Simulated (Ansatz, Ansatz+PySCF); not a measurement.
```xyz
6

B     0.0459    0.0052   -1.3555
C    -0.0220    0.0415    0.1996
O     0.0075   -0.0426    1.3397
H    -0.0123   -1.1327   -1.6461
H    -1.0127    0.5534   -1.6755
H     1.0223    0.5471   -1.6685
```

Basis set: def2-SVP (spherical functions). Frozen core: 3 orbitals. Charge 0, multiplicity 1.

Computed with Ansatz (development build ahead of 0.2.0); each method stands on the lowest determinant of its kind that the runs found. Restricted open shells among the atoms or ions are ROHF, correlated in semicanonical orbitals with singles. Restricted functionals stand beside restricted open-shell atoms, which can lie above the unrestricted atoms usual in DFT and then raise those values.

The atomization energy at this shape (free ground-state atoms in the same class of orbitals less the molecule, no zero-point energy) of singlet CH₃BO:

```csv
method,atomization energy
ωB97X (restricted),24.76 eV
ωB97X (unrestricted),24.57 eV
r²SCAN (restricted),25.20 eV
r²SCAN (unrestricted),24.97 eV
PBE0 (restricted),24.93 eV
PBE0 (unrestricted),24.79 eV
PBE (restricted),25.70 eV
RHF-CCSD(T),23.49 eV
RHF-MP2,24.05 eV
RHF,18.30 eV
UHF,17.97 eV
```

Problem. What does PBE (unrestricted) give?

Solution. 25.58 eV.
